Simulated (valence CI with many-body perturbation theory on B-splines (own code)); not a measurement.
## Tl41+: E2, M1 decay

Computed by relativistic CI+MBPT: four valence electrons over a frozen Dirac-Fock core [Kr], a basis of 7 s, 7 p, 8 d, 6 f, 4 g, 1 h functions for each j, with the one-electron correlation potential Σ1, the two-electron term Σ2, the three-electron term Σ3, Breit, model QED; selected CI, second order for the rest, scaled by the run's own slope (own B-spline code, finite nucleus).

No measured spectrum was set against this ion. As an estimate, large intervals hold to a few tenths of a per cent, small ones and those within an open d or f shell to about a per cent. The list stops below the first excitations out of the core.

Lines 51 to 100 of 116 in falling wavelength, among levels below 1188600 cm⁻¹, chosen from the decays that carry over 1 % of a level's rate. Wavelengths and rates use the calculated energies. Electric multipoles are in the length gauge, E1 and E2 with the static RPA response of the core. Weak lines are less certain than strong ones. Lines between different terms over intervals too small for the method are left out, as are lines whose strength nearly cancels. The highest levels of a list are the least certain. Branching is blank where the lifetime is uncertain.

Levels are named by their leading jj configuration (3d3/2^4 stands for four electrons in 3d with j = 3/2), which in mixed levels can hold well under half, so a name can repeat and another be missing. Letters in brackets count levels of one name in rising energy.

| λ vac (Å) | Upper | Lower | Type | A (s⁻¹) | Branch % |
| --- | --- | --- | --- | --- | --- |
| 419.6 | (4d3/2 4d5/2^3) J=3 [a] | (4d3/2^2 4d5/2^2) J=3 [a] | M1 | 1.91e+05 | 35.3 |
| 419.1 | (4d3/2^2 4d5/2^2) J=6 | (4d3/2^3 4d5/2) J=4 | E2 | 2.94e+01 | 65.2 |
| 418.1 | (4d3/2 4d5/2^3) J=4 [a] | (4d3/2^2 4d5/2^2) J=4 [a] | M1 | 3.40e+05 | 70.3 |
| 417.5 | (4d3/2 4d5/2^3) J=4 [b] | (4d3/2^2 4d5/2^2) J=4 [c] | M1 | 8.25e+04 | 25.8 |
| 417.1 | (4d3/2^2 4d5/2^2) J=2 [a] | (4d3/2^3 4d5/2) J=1 | M1 | 3.15e+05 | 82.3 |
| 414.6 | (4d3/2^2 4d5/2^2) J=2 [b] | (4d3/2^3 4d5/2) J=3 | M1 | 1.14e+03 | 1.7 |
| 408.1 | (4d3/2 4d5/2^3) J=5 | (4d3/2^2 4d5/2^2) J=5 | M1 | 7.33e+04 | 27.4 |
| 408.1 | (4d3/2 4d5/2^3) J=3 [b] | (4d3/2^2 4d5/2^2) J=2 [b] | M1 | 5.66e+04 | 17.5 |
| 407.9 | (4d3/2^2 4d5/2^2) J=3 [b] | (4d3/2^3 4d5/2) J=2 | M1 | 4.79e+03 | 3.2 |
| 407.5 | (4d5/2^4) J=2 | (4d3/2 4d5/2^3) J=3 [b] | M1 | 5.31e+04 | 7.4 |
| 407.4 | (4d3/2 4d5/2^3) J=2 [a] | (4d3/2^2 4d5/2^2) J=3 [b] | M1 | 1.29e+05 | 29.5 |
| 406.9 | (4d5/2^4) J=4 | (4d3/2 4d5/2^3) J=5 | M1 | 8.60e+04 | 12.3 |
| 401.1 | (4d3/2 4d5/2^3) J=6 | (4d3/2^2 4d5/2^2) J=5 | M1 | 1.23e+05 | 54.4 |
| 401.0 | (4d3/2 4d5/2^3) J=3 [b] | (4d3/2^2 4d5/2^2) J=4 [b] | M1 | 4.26e+04 | 13.2 |
| 400.3 | (4d3/2 4d5/2^3) J=1 [b] | (4d3/2^2 4d5/2^2) J=2 [c] | M1 | 1.16e+05 | 29.8 |
| 398.7 | (4d3/2 4d5/2^3) J=3 [c] | (4d3/2^2 4d5/2^2) J=2 [c] | M1 | 8.30e+04 | 30.5 |
| 396.8 | (4d3/2^2 4d5/2^2) J=3 [b] | (4d3/2^3 4d5/2) J=4 | M1 | 1.16e+05 | 76.7 |
| 395.6 | (4d5/2^4) J=2 | (4d3/2 4d5/2^3) J=2 [a] | M1 | 1.86e+05 | 25.8 |
| 395.5 | (4d3/2 4d5/2^3) J=3 [a] | (4d3/2^2 4d5/2^2) J=2 [a] | M1 | 3.08e+05 | 56.9 |
| 395.4 | (4d3/2 4d5/2^3) J=3 [b] | (4d3/2^2 4d5/2^2) J=3 [b] | M1 | 1.24e+05 | 38.4 |
| 395.2 | (4d3/2^2 4d5/2^2) J=2 [b] | (4d3/2^3 4d5/2) J=2 | M1 | 5.49e+04 | 80.2 |
| 391.4 | (4d3/2^2 4d5/2^2) J=4 [b] | (4d3/2^3 4d5/2) J=4 | M1 | 1.16e+03 | 2.5 |
| 387.5 | (4d3/2^3 4d5/2) J=2 | (4d3/2^4) J=0 | E2 | 1.70e+02 | 7.1 |
| 387.3 | (4d3/2 4d5/2^3) J=2 [a] | (4d3/2^2 4d5/2^2) J=1 | M1 | 5.34e+04 | 12.2 |
| 375.5 | (4d3/2 4d5/2^3) J=5 | (4d3/2^2 4d5/2^2) J=4 [a] | M1 | 4.45e+04 | 16.7 |
| 374.7 | (4d3/2 4d5/2^3) J=2 [b] | (4d3/2^2 4d5/2^2) J=2 [c] | M1 | 1.28e+05 | 45.0 |
| 371.1 | (4d5/2^4) J=4 | (4d3/2 4d5/2^3) J=3 [a] | M1 | 2.21e+05 | 31.5 |
| 369.9 | (4d3/2 4d5/2^3) J=1 [a] | (4d3/2^2 4d5/2^2) J=2 [a] | M1 | 2.73e+05 | 40.2 |
| 366.9 | (4d3/2 4d5/2^3) J=1 [a] | (4d3/2^2 4d5/2^2) J=0 [a] | M1 | 2.49e+05 | 36.5 |
| 366.5 | (4d5/2^4) J=4 | (4d3/2 4d5/2^3) J=4 [a] | M1 | 3.50e+05 | 49.8 |
| 352.6 | (4d5/2^4) J=0 | (4d3/2 4d5/2^3) J=1 [b] | M1 | 6.19e+05 | 68.8 |
| 350.4 | (4d3/2^2 4d5/2^2) J=2 [c] | (4d3/2^3 4d5/2) J=3 | M1 | 2.16e+05 | 74.2 |
| 349.8 | (4d5/2^4) J=2 | (4d3/2 4d5/2^3) J=1 [a] | M1 | 2.55e+05 | 35.4 |
| 346.2 | (4d3/2 4d5/2^3) J=2 [a] | (4d3/2^2 4d5/2^2) J=3 [a] | M1 | 1.17e+05 | 26.8 |
| 342.8 | (4d3/2 4d5/2^3) J=0 | (4d3/2^2 4d5/2^2) J=1 | M1 | 2.40e+05 | 97.2 |
| 340.1 | (4d3/2 4d5/2^3) J=1 [b] | (4d3/2^2 4d5/2^2) J=2 [b] | M1 | 8.39e+03 | 2.1 |
| 337.5 | (4d3/2 4d5/2^3) J=3 [b] | (4d3/2^2 4d5/2^2) J=3 [a] | M1 | 3.49e+04 | 10.8 |
| 336.4 | (4d3/2^2 4d5/2^2) J=2 [c] | (4d3/2^3 4d5/2) J=2 | M1 | 7.12e+04 | 24.5 |
| 334.0 | (4d3/2 4d5/2^3) J=3 [c] | (4d3/2^2 4d5/2^2) J=4 [b] | M1 | 1.36e+04 | 5.0 |
| 332.6 | (4d3/2 4d5/2^3) J=3 [b] | (4d3/2^2 4d5/2^2) J=4 [a] | M1 | 4.02e+04 | 12.4 |
| 331.4 | (4d3/2^2 4d5/2^2) J=4 [c] | (4d3/2^3 4d5/2) J=3 | M1 | 7.48e+04 |  |
| 329.6 | (4d5/2^4) J=2 | (4d3/2 4d5/2^3) J=3 [a] | M1 | 1.84e+05 | 25.5 |
| 327.2 | (4d3/2^2 4d5/2^2) J=2 [b] | (4d3/2^3 4d5/2) J=1 | M1 | 1.05e+04 | 15.3 |
| 324.8 | (4d3/2 4d5/2^3) J=4 [b] | (4d3/2^2 4d5/2^2) J=3 [b] | M1 | 8.75e+04 | 27.4 |
| 321.7 | (4d3/2 4d5/2^3) J=3 [b] | (4d3/2^2 4d5/2^2) J=2 [a] | M1 | 8.02e+03 | 2.5 |
| 321.4 | (4d3/2 4d5/2^3) J=2 [b] | (4d3/2^2 4d5/2^2) J=2 [b] | M1 | 8.91e+03 | 3.1 |
| 317.9 | (4d3/2 4d5/2^3) J=1 [b] | (4d3/2^2 4d5/2^2) J=1 | M1 | 6.10e+04 | 15.6 |
| 313.5 | (4d3/2 4d5/2^3) J=2 [b] | (4d3/2^2 4d5/2^2) J=3 [b] | M1 | 2.76e+04 | 9.7 |
| 301.5 | (4d3/2 4d5/2^3) J=2 [b] | (4d3/2^2 4d5/2^2) J=1 | M1 | 5.59e+04 | 19.7 |
| 299.1 | (4d3/2 4d5/2^3) J=4 [b] | (4d3/2^2 4d5/2^2) J=5 | M1 | 1.10e+05 | 34.3 |
